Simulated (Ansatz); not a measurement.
Cost and result up the ladder for PtCl2 (3 atoms). Charge 0, multiplicity 1. Geometry: PBE-D4/def2-TZVP.

```csv
atom,x (Å),y (Å),z (Å)
Pt1,0.177,-1.847,0.228
Cl2,0.425,1.742,-0.643
Cl3,-0.603,0.105,0.414
```

Ansatz on 4 threads of Arm Neoverse V1 on a shared host. Times are rough, and most runs start from the orbitals of an earlier one. No level here is sound enough to serve as a yardstick. Binding counts from free atoms at the same level (Pt triplet, Cl doublet; other spins of the atoms weren't run), without zero-point energy or a counterpoise term.

In the def2 sets Pt takes a core potential; there is no spin–orbit coupling. HSE06 is defined as in plane-wave codes, on full-range PBE exchange. In the singlet, Cl2 and Cl3 lie 2.20 Å apart (atoms count from 1), so these atoms are partly bonded to each other. No other spin state of charge 0 was run. Another isomer (triplet) lies 3.05 eV lower at PBE0-D4/def2-TZVP; other spin states weren't run for this one.

Run but left out: CCSD(T)/def2-TZVPP (restricted singlet, unstable towards broken spin symmetry).

| level | functions | wall time |
| --- | --- | --- |
| PBE-D4/def2-TZVP (with forces) | 114 | 0.95 s |
| PBE0-D4/def2-TZVP | 114 | 1.1 s |
| HSE06-D4/def2-TZVP | 114 | 1.1 s |
| r2SCAN-D4/def2-TZVP | 114 | 2 s |
| ωB97M-V/def2-TZVP | 114 | 3.5 s |

Q: Estimate what each level gives for the binding energy per atom (eV).

A: 
| level | binding energy per atom (eV) | remarks |
| --- | --- | --- |
| PBE-D4/def2-TZVP (with forces) | 1.60 | restricted SCF unstable in HF |
| PBE0-D4/def2-TZVP | 1.29 | restricted SCF unstable in HF |
| HSE06-D4/def2-TZVP | 1.31 | restricted SCF unstable in HF |
| r2SCAN-D4/def2-TZVP | 1.43 | restricted SCF unstable in HF |
| ωB97M-V/def2-TZVP | 1.19 | restricted SCF unstable in HF |
